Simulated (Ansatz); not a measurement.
Molecular dynamics of Cl₂H₂Sn

Input file:

```yaml
crystal:
  periodic: [false, false, false]
  atoms:
    - { symbol: Sn, position_ang: [0.015013, -0.026879, -0.023639] }
    - { symbol: Cl, position_ang: [0.0155, -0.02647, 2.333499] }
    - { symbol: H, position_ang: [1.687008, 0.199472, -0.520338] }
    - { symbol: Cl, position_ang: [-1.088406, 1.888447, -0.80366] }
    - { symbol: H, position_ang: [-0.952768, -1.376508, -0.492679] }
basis:
  gaussian: { orbitals: def2-SVP }
hamiltonian:
  xc: pbe
  dispersion: d4
md:
  timestep: 1.0
  n_steps: 150
  ensemble: nvt_langevin
  temperature: 300.0
  initial_velocities: maxwell_boltzmann
  seed: 162720
  friction: 0.02
```

Launched with:

```bash
$ ansatz run input.yaml --threads 1 --pin off --max-ram 2048MiB --backend cpu --events-out ev --progress --plain --runs-dir out
```

It goes on from the last frame of an earlier run, with new velocities.

Output, in part (step lines, the closing report, with atoms numbered from 0):

```
md step     0: t =     0.00 fs  T =   240.0 K  F+E_penalty+E_count = -30892.84820389 eV  E_kin = 0.155112 eV  (23 SCF iters)
[... lines left out ...]
Total energy: -30892.78100860 eV, -1135.2887621870 hartree
Atom 0 at    -0.125026    -0.047232    -0.206014 Å, force     0.320684    -0.892060     0.781864 eV/Å
Atom 1 at    -0.012581     0.010505     2.205036 Å, force    -0.247996    -0.109199    -0.518815 eV/Å
Atom 2 at     1.529421    -0.369108    -0.544849 Å, force    -0.002185    -0.004678    -0.215089 eV/Å
Atom 3 at    -0.628135     2.120842    -0.814543 Å, force    -0.238448     0.727178    -0.298517 eV/Å
Atom 4 at    -1.312646    -1.156757    -0.857917 Å, force     0.167946     0.278760     0.250558 eV/Å
Dipole moment:     0.025085    -0.375454    -0.414886 e Å
```

The steps, from the saved trajectory:

| time (fs) | T (K) | potential energy less start (eV) |
| --- | --- | --- |
| 0 | 240 | 0.000 |
| 5 | 318 | 0.053 |
| 10 | 264 | 0.046 |
| 15 | 255 | 0.102 |
| 20 | 231 | 0.115 |
| 25 | 238 | 0.087 |
| 30 | 176 | 0.081 |
| 35 | 267 | 0.060 |
| 40 | 245 | 0.060 |
| 45 | 273 | 0.031 |
| 50 | 263 | 0.028 |
| 55 | 296 | 0.063 |
| 60 | 235 | 0.081 |
| 65 | 192 | 0.104 |
| 70 | 255 | 0.097 |
| 75 | 381 | 0.084 |
| 80 | 331 | 0.083 |
| 85 | 492 | 0.046 |
| 90 | 310 | 0.037 |
| 95 | 256 | 0.029 |
| 100 | 309 | 0.026 |
| 105 | 201 | 0.051 |
| 110 | 143 | 0.059 |
| 115 | 299 | 0.005 |
| 120 | 335 | 0.041 |
| 125 | 350 | 0.030 |
| 130 | 335 | 0.097 |
| 135 | 380 | 0.107 |
| 140 | 239 | 0.149 |
| 145 | 366 | 0.098 |
| 150 | 449 | 0.067 |

All steps were run. A run of 0.15 ps of so small a system gives no equilibrium averages.

The same pairs are bonded in the first frame and the last. Pairs count as bonded within 1.25 times the sum of covalent radii (0.12 Å more for H–H).

Last frame:

```xyz
5
Properties=species:S:1:pos:R:3
Sn -0.125 -0.047 -0.206
Cl -0.013 0.011 2.205
H 1.529 -0.369 -0.545
Cl -0.628 2.121 -0.815
H -1.313 -1.157 -0.858
```

Run time: 4.6 min on 1 thread of Arm Neoverse V1, on a shared host, peak memory 0.12 GiB.
